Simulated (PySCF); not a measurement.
Compounds:

A. `O(COC)C1=C([SiH2]Cl)C1`
B. 3-tert-butylpyridine
C. SMILES C=CO[SiH2]CC(=O)O[SiH3]

Spectrum 1. 13C{1H} NMR (computed): δ 155.5 (CH), 152.7 (CH), 150.7 (C), 136.3 (CH), 127.9 (CH), 35.4 (C), 32.9 (CH3).

Spectrum 2. 13C{1H} NMR (computed): δ 177.9 (C), 156.4 (CH), 95.7 (CH2), 28.5 (CH2).

Spectrum 3. 13C{1H} NMR (computed): δ 171.5 (C), 103.9 (CH2), 66.8 (C), 60.0 (CH3), 18.4 (CH2).

All values are calculated (PySCF 2.14): PBE0/pcSseg-1 with gauge-including orbitals, geometry: GFN2-xTB. A single conformation, no solvent model, one averaged value for each set of equivalent atoms, non-relativistic Hamiltonian.

δ = σ(ref) − σ, references computed at the same level: 13C (186.93 ppm) against TMS. Shifts are as computed. Against solution values, carbons near 30 ppm lie about +3 ppm off and those near 130 ppm about +5 ppm. Of 1211 compounds with measured shifts, 218 miss one by over three times the rms of a fit or turn the order of signals round; such compounds aren't used in these exercises.

Task: Which spectrum belongs to which compound?

Result: 1–B, 2–C, 3–A.

- Spectrum 1 (B): 7 13C signals; δC 155.5 is an aromatic CH next to a ring nitrogen; δC 152.7 is an aromatic CH next to a ring nitrogen.
- Spectrum 2 (C): 4 13C signals; δC 156.4 is an alkene carbon bearing oxygen; δC 95.7 is a β carbon of an enol-ether or enamine type C=C.
- Spectrum 3 (A): 5 13C signals; δC 171.5 is an alkene carbon bearing oxygen; δC 103.9 is an sp3 carbon bearing two oxygens.
